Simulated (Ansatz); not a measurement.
`BC1C[SiH2]1` + `N=CCl` → `B/N=C\Cl` + `C1C[SiH2]1` at 400 K and 1 bar (ligand exchange at a B–C bond).

Program: Ansatz. Geometries: PBE0-D4/def2-TZVP. ΔE: electronic, gas phase. CCSD(T)/CBS is the MP2 limit (def2-TZVPP, def2-QZVPP) plus CCSD(T) − MP2 in def2-TZVPP, frozen cores. This one scheme is used for every species. Each species was taken in one conformer, which may not be the lowest.

```json
{"species": "`BC1C[SiH2]1`", "CCSD(T)/CBS energy (Eh)": "-394.14423", "H − E (kJ/mol)": "241.9", "S (J/(mol·K))": "329.7"}
{"species": "`N=CCl`", "CCSD(T)/CBS energy (Eh)": "-553.70684", "H − E (kJ/mol)": "99.7", "S (J/(mol·K))": "275.2"}
{"species": "`B/N=C\\Cl`", "CCSD(T)/CBS energy (Eh)": "-579.12291", "H − E (kJ/mol)": "135.9", "S (J/(mol·K))": "317.9"}
{"species": "`C1C[SiH2]1`", "CCSD(T)/CBS energy (Eh)": "-368.74760", "H − E (kJ/mol)": "204.5", "S (J/(mol·K))": "290.4"}
```

H − E and S are ideal-gas, rigid-rotor, harmonic terms from PBE0-D4/def2-TZVP, for one conformer and one mirror image of each species. 1 Eh = 2625.50 kJ/mol, R = 8.31446 J/(mol·K).

**Question.** By hand: ΔE, ΔH, ΔS and ΔG.

**Answer.** ΔE = (-579.12291) + (-368.74760) − (-394.14423) − (-553.70684) = -0.01944 Eh = -51.0 kJ/mol. Δ(H − E) = 135.9 + 204.5 − 241.9 − 99.7 = -1.2, so ΔH = -52.2 kJ/mol. ΔS = 317.9 + 290.4 − 329.7 − 275.2 = 3.4 J/(mol·K). ΔG = -52.2 − 400 × (3.4)/1000 = -53.6 kJ/mol.

**Question.** By hand: the equilibrium constant, and the temperature at which ΔG would vanish if ΔH and ΔS stayed fixed.

**Answer.** log₁₀ K = −ΔG/(RT ln 10) = 7.0. ΔH and −TΔS have one sign here, so there is no such temperature. One of them is within its doubt of zero, so this could turn.

The number of gas molecules stays the same, so ΔS is small and ΔH decides. A doubt of 5 kJ/mol in ΔE shifts log₁₀ K by 0.7 here. Other conformers and mirror images would add mixing entropy, several J/(mol·K) or more a flexible species. These are equilibria of isolated gas molecules and say nothing of rates. Largest T1 diagnostic: 0.014 (customary marks: 0.02 for closed shells, 0.045 for open ones).
